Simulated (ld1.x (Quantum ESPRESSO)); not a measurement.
Cutoff test, strontium (Sr), TM

Sr, norm-conserving Troullier–Martins (Kleinman–Bylander form), made with ld1.x (Quantum ESPRESSO) 7.5 (PW91, scalar-relativistic). Core [Ar] 3d10, reference 4s2 4p6 4d1 5s1 5p0. Waves: 4s (bound): rc 2.30 bohr; 4p (bound): rc 1.75 bohr; 4d (bound): rc 3.20 bohr. Local part: the d channel. Core correction: none.

Occupied shells without a wave of their own: 5s. They enter only through the test configuration that unscreens the potential.

The pseudo-atom Hamiltonian at the reference potential is diagonalised in spherical Bessel functions j_l(qr) that vanish at 20 bohr, with q² up to the cutoff. All-electron valence levels (Ry): 4s -2.9385, 5s -0.2440, 4p -1.6153, 5p -0.0910, 4d -0.0691.

Task: How do the lowest levels (Ry) of each channel move with the cutoff, and are there ghosts?

Result:

```
cutoff (Ry)     s #1     s #2     s #3     p #1     p #2     d #1    f #1  Σ f·Δε (mRy)
          8  -2.9230  -0.2614  -0.0213  -1.5026  -0.0823  -0.0453  0.0693         733.2
         12  -2.9297  -0.2634  -0.0218  -1.5879  -0.0886  -0.0649  0.0693         186.1
         18  -2.9375  -0.2636  -0.0218  -1.5938  -0.0896  -0.0690  0.0693         130.6
         25  -2.9379  -0.2636  -0.0218  -1.6076  -0.0898  -0.0691  0.0693          47.0
         40  -2.9384  -0.2637  -0.0218  -1.6149  -0.0900  -0.0691  0.0693           2.4
         50  -2.9384  -0.2637  -0.0218  -1.6149  -0.0900  -0.0691  0.0693           2.0
         60  -2.9384  -0.2637  -0.0218  -1.6151  -0.0900  -0.0691  0.0693           1.0
         80  -2.9384  -0.2637  -0.0218  -1.6153  -0.0900  -0.0691  0.0693           0.1
        400  -2.9385  -0.2637  -0.0218  -1.6153  -0.0900  -0.0691  0.0693           0.0
```

Result: no extra level below or beside the all-electron valence levels (s, p, d, f tested); 10 mRy is reached at 35 Ry and 1 mRy at 60 Ry.

Its largest configuration-test error is +956 meV.
